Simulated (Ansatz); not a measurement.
Cost and result up the ladder for SnH2MeCl (CH₅ClSn) (8 atoms). Charge 0, multiplicity 1. Geometry: r2SCAN-D4/def2-TZVP.

```xyz
8

Sn   -0.797    0.066   -0.531
H    -1.945    1.228   -0.039
H    -1.530   -1.402   -0.996
C     0.818   -0.176    0.840
H     0.443   -0.531    1.801
H     1.316    0.783    0.977
H     1.527   -0.898    0.437
Cl    0.168    0.930   -2.489
```

Ansatz on 4 threads of Arm Neoverse V2 on a shared host. Times are rough, and most runs start from the orbitals of an earlier one. ωB97M-V/def2-TZVP serves as the yardstick here, not as an exact answer. Differences are given only for rows in sets of like size (and for xTB, whose basis is part of the method), since another set adds its own error. Binding counts from free atoms at the same level (Sn triplet, H doublet, C triplet, Cl doublet; other spins of the atoms weren't run), without zero-point energy or a counterpoise term.

In the def2 sets Sn takes a core potential; there is no spin–orbit coupling. B3LYP takes the VWN-RPA correlation. Correlated methods freeze 10 core orbitals; core or outer-core shells of Sn are correlated, in sets that lack core-valence functions.

Correlated methods converge slowly with the basis.

```
                            level  functions  binding energy per atom (eV)  difference from ωB97M-V/def2-TZVP (eV)
                ωB97X-V/def2-TZVP        148                          3.15                                    0.02
                 PBE-D4/def2-TZVP        148                          3.13                                    0.00
               B3LYP-D4/def2-TZVP        148                          3.11                                   -0.02
               PBE0-D4/def2-TZVPD        184                          3.11                                   -0.02
r2SCAN-D4/def2-TZVP (with forces)        148                          3.13                                    0.00
                ωB97M-V/def2-TZVP        148                          3.13                                    0.00
                BLYP-D4/def2-TZVP        148                          3.08                                   -0.05
                  PBE-D4/def2-SVP         83                          3.12                                       –
                 B97M-V/def2-TZVP        148                          3.18                                    0.04
                PBE0-D4/def2-TZVP        148                          3.11                                   -0.02
                    MP2/def2-TZVP        148                          3.00                                   -0.13
             r2SCAN-D4/def2-TZVPD        184                          3.13                                    0.00
             r2SCAN0-D4/def2-TZVP        148                          3.10                                   -0.03
                 PBE0-D4/def2-SVP         83                          3.10                                       –
```

**Question.** Estimate how long each takes.

**Answer.** PBE-D4/def2-SVP 0.6 s; PBE0-D4/def2-SVP 0.9 s; PBE-D4/def2-TZVP 1.1 s; BLYP-D4/def2-TZVP 1.1 s; MP2/def2-TZVP 1.1 s; PBE0-D4/def2-TZVP 1.3 s; B3LYP-D4/def2-TZVP 1.4 s; PBE0-D4/def2-TZVPD 2.1 s; r2SCAN0-D4/def2-TZVP 2.7 s; r2SCAN-D4/def2-TZVP (with forces) 2.7 s; r2SCAN-D4/def2-TZVPD 3.2 s; ωB97X-V/def2-TZVP 4.1 s; B97M-V/def2-TZVP 4.6 s; ωB97M-V/def2-TZVP 4.7 s. On shared hardware such times vary by a factor of up to 3.
